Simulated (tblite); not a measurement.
Isomers of C6H11O2P. Computed with GFN2-xTB (tblite): harmonic, unscaled wavenumbers at the GFN2-xTB geometry, gas phase. The method is semi-empirical: single wavenumbers can be off by several per cent or more. Modes of hydrogen on phosphorus can be 10 to 20 % off. One conformer each.

Electronic energies: GFN2-xTB at the same geometries; isomer energies are rough at this level and their order can be wrong.

```tsv
SMILES	electronic energy, lowest = 0 (kcal/mol)
C=CC[P@](=O)(O)C1CC1	1.7
COC=C=PCCOC	84.9
CC(=O)P1CCOCC1	33.1
C#C[P@](=O)(O)C(C)(C)C	9.6
COC1=C(C)C[P@H](=O)C1	0.0
C/C=C\[P@H](=O)CC(C)=O	13.4
```

Question: How do GFN2-xTB zero-point energies change the relative energies?

Answer: 
```csv
SMILES,ZPE (kcal/mol),of it from modes above 1550 cm⁻¹,electronic (kcal/mol),"with ZPE, lowest = 0 (kcal/mol)",lowest mode (cm⁻¹),rings
COC1=C(C)C[P@H](=O)C1,99.3,48.2,0.0,0.0,46,1
C=CC[P@](=O)(O)C1CC1,99.2,51.4,1.7,1.7,37,1
C#C[P@](=O)(O)C(C)(C)C,98.6,51.9,9.6,9.0,53,0
C/C=C\[P@H](=O)CC(C)=O,98.0,51.3,13.4,12.2,43,0
CC(=O)P1CCOCC1,101.0,49.0,33.1,34.8,67,1
COC=C=PCCOC,98.9,48.8,84.9,84.5,17i,0
```

The zero-point energies span 3.0 kcal/mol, from `C/C=C\[P@H](=O)CC(C)=O` to `CC(=O)P1CCOCC1`. Slightly imaginary modes are left out of the zero-point energy: `COC=C=PCCOC` 17.2i cm⁻¹. The order is unchanged.

Question: What do entropy and thermal enthalpy add at 298.15 K and 1 bar (rigid rotor, harmonic oscillator, one conformer each)?

Answer: 
| SMILES | point group | symmetry number | S (cal/(mol K)) | H − H(0) (kcal/mol) | ZPE + H − H(0) − TS (kcal/mol) |
| --- | --- | --- | --- | --- | --- |
| COC1=C(C)C[P@H](=O)C1 | C1 | 1 | 100.9 | 7.21 | 76.4 |
| C=CC[P@](=O)(O)C1CC1 | C1 | 1 | 106.2 | 7.69 | 75.2 |
| C#C[P@](=O)(O)C(C)(C)C | C1 | 1 | 106.2 | 8.31 | 75.3 |
| C/C=C\[P@H](=O)CC(C)=O | C1 | 1 | 106.9 | 7.83 | 74.0 |
| CC(=O)P1CCOCC1 | C1 | 1 | 97.5 | 6.87 | 78.8 |

Not tabulated: `COC=C=PCCOC` (lowest mode only 17i cm⁻¹).
